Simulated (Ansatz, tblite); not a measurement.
Forces on Ca₃Te₂ at its PBE-D4/def2-SVP geometry. Total charge 0; singlet.

In the def2 sets Te takes a core potential; there is no spin–orbit coupling. The xTB rows come from tblite. The structure comes from a short search, and lower isomers may exist.

GFN1-xTB (tblite), largest force 0.56 eV/Å:

```xyz
5
positions Å, forces eV/Å
Ca    1.886    0.425    0.786   -0.297   -0.068   -0.121
Ca   -1.434   -0.942    1.188    0.226    0.148   -0.184
Ca   -0.451    0.516   -1.972    0.072   -0.083    0.316
Te   -0.708    1.914    0.662    0.185   -0.501   -0.179
Te    0.708   -1.914   -0.664   -0.187    0.504    0.169
```

GFN2-xTB (tblite), largest force 1.02 eV/Å:

```
Ca 0.874 0.192 0.380
Ca 0.313 0.206 -0.260
Ca -0.224 0.234 -0.915
Te -0.724 0.340 0.625
Te -0.239 -0.972 0.170
```

PBE0-D4/def2-TZVP (Ansatz), largest force 0.08 eV/Å:

```
Ca -0.007 -0.001 -0.004
Ca 0.005 0.004 -0.005
Ca 0.002 -0.002 0.009
Te 0.027 -0.073 -0.025
Te -0.027 0.074 0.025
```
